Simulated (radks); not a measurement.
Values are calculated unless marked as measured or tabulated.
All-electron atom: Rh in [Kr] 4d7 5s2 (not the ground configuration).

Level of theory: scalar-relativistic Kohn-Sham, PBE, spin-polarised, spherical densities, finite nucleus; open shells are filled with parallel spins first (spin-orbit coupling, left out, can overturn this in heavy ions); Fermi nuclear charge, rms radius 4.4945 fm (a radial shooting solver on a logarithmic mesh with Libxc functionals).

Energy parts (eV):
total: -130179.158
kinetic: 134817.097
electron-nucleus: -314069.727
Hartree: 52838.658
exchange-correlation: -3765.186

Orbitals (lengths in bohr, moments of r in powers of bohr):
orbital  occ.  eigenvalue (eV)      <r^4>
1s down     1        -23041.51  5.367e-06
1s up       1        -23041.51  5.367e-06
2s up       1        -3343.991  0.0009693
2s down     1        -3343.523  0.0009692
2p up       3        -2997.279  0.0006945
2p down     3        -2996.926  0.0006943
3s up       1        -600.6941    0.04695
3s down     1        -600.4592    0.04689
3p up       3        -486.7352    0.05079
3p down     3        -486.4662    0.05070
3d up       5        -304.5795    0.05102
3d down     5        -304.1553    0.05085
4s up       1         -86.9736      1.771
4s down     1         -84.9084      1.761
4p up       3         -54.7972      2.785
4p down     3         -52.6311      2.792
4d up       5          -9.5645      15.49
4d down     2          -7.5252      19.23
5s up       1          -5.6277      193.9
5s down     1          -4.9486      239.0

The highest occupied level is 5s down at -4.949 eV. The electron density at the nucleus is 1.238e+05 e/bohr^3 (large components only).
